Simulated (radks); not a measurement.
Species: Tl II. Configuration: [Hg]. Calculated with a radial shooting solver on a logarithmic mesh with Libxc functionals: Dirac Kohn-Sham, PBE, spin-unpolarised, spherical densities, point nucleus.

Radial electron density D(r) = 4 pi r^2 rho(r):

| r (bohr) | D(r) (e/bohr) |
|---|---|
| 0.0009677 | 11.53 |
| 0.001312 | 17.79 |
| 0.001763 | 26.63 |
| 0.002371 | 38.88 |
| 0.003213 | 55.34 |
| 0.00432 | 74.54 |
| 0.005854 | 95.05 |
| 0.007871 | 111.3 |
| 0.01067 | 118.5 |
| 0.01434 | 114.3 |
| 0.01928 | 105.8 |
| 0.02613 | 108.7 |
| 0.03513 | 130.6 |
| 0.04762 | 151.1 |
| 0.06402 | 140.3 |
| 0.08676 | 119.9 |
| 0.1167 | 133.8 |
| 0.1568 | 137.3 |
| 0.2126 | 92.57 |
| 0.2858 | 83.50 |
| 0.3873 | 92.82 |
| 0.5207 | 57.63 |
| 0.7057 | 29.31 |
| 0.9488 | 22.32 |
| 1.276 | 14.02 |
| 1.729 | 6.393 |
| 2.324 | 2.520 |
| 3.15 | 0.7181 |
| 4.235 | 0.1239 |
| 5.74 | 0.008696 |
| 7.717 | 0.0002024 |

D(r) has 4 maxima, at r = 0.0109, 0.0504, 0.139, 0.360 bohr, and minima at 0.0216, 0.0896, 0.255 bohr, inside which lie 2.03, 11.04, 30.07 electrons.
